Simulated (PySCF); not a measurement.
MoO₂Cl₂ + Cl₂ → MoCl₄ + O₂

Level: PBE0 in the def2-TZVP basis family, computed in PySCF with density fitting; scalar-relativistic core potentials for atoms from Rb on, none lighter, no spin–orbit coupling; open shells unrestricted.

| species | state and structure | ZPE (kJ/mol) | H(298 K) − H(0) (kJ/mol) | S° (J/(mol K)) |
| --- | --- | --- | --- | --- |
| MoO₂Cl₂ | singlet, C2v, Mo–Cl 2.243 Å (×2), Mo–O 1.663 Å (×2); Cl–Mo–Cl 111.7°, Cl–Mo–O 109.6° (×4), O–Mo–O 106.7° | 24.9 | 18.4 | 337.8 |
| Cl₂ | singlet, D∞h, Cl–Cl 1.982 Å | 3.5 | 9.1 | 222.5 |
| MoCl₄ | triplet, Td, Mo–Cl 2.227 Å (×4) | 13.3 | 22.6 | 377.9 |
| O₂ | triplet, D∞h, O–O 1.193 Å | 10.3 | 8.7 | 204.9 |

Is the gas-phase reaction uphill or downhill in electronic energy at this level, and by how much?

At PBE0/def2-TZVP, ΔE = 216.4 kJ/mol, uphill. Chlorination of this kind underlies dry etching.

Add zero-point, thermal and entropy terms for 298.15 K and 1 bar.

ΔZPE = -4.8 and Δ[H(298) − H(0)] = 3.8 kJ/mol give ΔH° = 215.4 kJ/mol. ΔS° = 22.5 J/(mol K), so ΔG° = 215.4 − 298.15 × (0.0225) = 209 kJ/mol.

Open d or f shells are single determinants, so the state found may not be the ground state. Only the bonding shown was studied: isomers, or loss of a ligand pair, can lie lower.
